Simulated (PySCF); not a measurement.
# Radial density of Gd (gadolinium, neutral)

PW91, [Xe] 4f8 5d1 6s1, one real determinant (an excited configuration). All numbers are calculated (PySCF 2.14, scalar relativity by spin-free X2C-1e, in cc-pVDZ-X2C (8s7p5d3f1g, 84 functions)).

```csv
r (bohr),4πr²ρ (e/bohr),4πr²(ρα − ρβ)
0.0180,84.15,0.0030
0.0303,74.87,0.0052
0.0510,102.2,0.0151
0.0858,103.9,0.0272
0.144,88.78,0.2445
0.243,82.32,1.6055
0.408,43.08,5.4589
0.687,37.58,6.5241
1.15,12.63,3.1158
1.94,4.550,0.7826
3.27,0.8353,0.5737
5.50,0.2403,0.2326
9.24,0.006799,0.0067
```

Densities and radii are taken from the X2C orbitals without a picture-change correction, which distorts them close to the nucleus.

⟨L²⟩ = 18.04 against 30 for a pure H term, so this real determinant mixes terms. Spin-orbit coupling, absent here, splits the open shell strongly. At PW91 the highest occupied level has a positive energy, so only the finite basis holds that electron; for this excited configuration the basis is too tight for the outer shell.
